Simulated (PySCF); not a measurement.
**How the method changes the constants of TlC**

State: ⁴Σ⁻ (quartet), unpaired electrons σ ↑, π ↑↑. Set-up: basis Tl cc-pVDZ-PP with ECP60, C cc-pVDZ; scalar-relativistic core potentials; PySCF 2.14. De refers to Tl + C in their high-spin ground configurations, without counterpoise correction. The functionals are run spin-unrestricted. A positive dipole means Tl(−)C(+).

```tsv
Level	Re (Å)	ωe (cm⁻¹)	De (eV)	μ (D)	CPU s a point (SCF and correlation, without the integrals)
UHF	2.336	429	1.66	-3.65	0.046
UHF-MP2	2.301	443	2.34	n/a	0.075
UHF-SCS-MP2	2.309	438	2.08	n/a	n/a
UHF-CCSD	2.309	432	2.21	n/a	n/a
UHF-CCSD(T)	2.307	430	2.29	n/a	1.6
PBE	2.310	404	2.95	-2.86	0.37
revPBE	2.331	392	2.77	-2.98	0.28
TPSS	2.316	409	2.84	-3.00	0.59
r²SCAN	2.296	425	2.83	-3.02	0.54
PBE0	2.292	427	2.71	-3.14	0.52
r²SCAN0	2.286	438	2.62	-3.18	0.57
HSE06	2.296	426	2.71	-3.11	0.57
```

The bond length runs from 2.286 Å (r²SCAN0) to 2.336 Å (UHF). De spans 1.66 eV (UHF, mean field) to 2.95 eV (PBE, GGA). Correlation at CCSD(T) changes the Hartree–Fock bond energy by +0.63 eV; the triples alone change it by +0.08 eV.

Correlated steps freeze 5 core orbitals. Correlated levels converge slowly with the basis: in double zeta they bind strong bonds too weakly, by up to about 1 eV, and carry superposition errors of some tenths. These are scalar-relativistic numbers at best; spin–orbit coupling would shift them, the dissociation energy most. The state was picked by a PBE0 search and need not be the measured ground state.

The whole job (state search and all levels along the bond) took about 1.3 min on 1 thread of Arm Neoverse V2 (shared host), peak memory 0.45 GiB.
